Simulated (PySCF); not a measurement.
Cl₃ITi, multiplicity 1. Atoms are numbered in the order given.

```xyz
5

Ti     0.0000     0.0000    -0.7875
Cl     1.7743     1.0244    -1.4920
Cl    -1.7743     1.0244    -1.4920
Cl     0.0000    -2.0488    -1.4920
I      0.0000     0.0000     1.7626
```

Geometry optimised at B3LYP-D3(BJ)/def2-SVP. The multiplicity is an assumed one; no other spin state was optimised. The structure was generated by enumeration; whether it is a known compound was not checked. The def2 effective core potentials stand for the cores of I; spin–orbit coupling is left out.

These are PySCF with B3LYP/def2-TZVP values and carry that method's errors.

Gas-phase values at a fixed geometry.

* **total energy**: -2528.23914 hartree
* **point group**: C3v
* **highest occupied level**: -8.11 eV
* **lowest empty level**: -3.96 eV
* **orbital gap**: 4.15 eV
* **dipole moment**: 0.112 e·Å
* **quadrupole, principal values (traceless, Buckingham form, about the centre of nuclear charge)**: -1.00, -1.00, 1.99 D·Å
* **mean static polarisability**: 109.8 bohr³ (16.27 Å³)
* **polarisability, principal values**: 99.4, 99.4, 130.5 bohr³
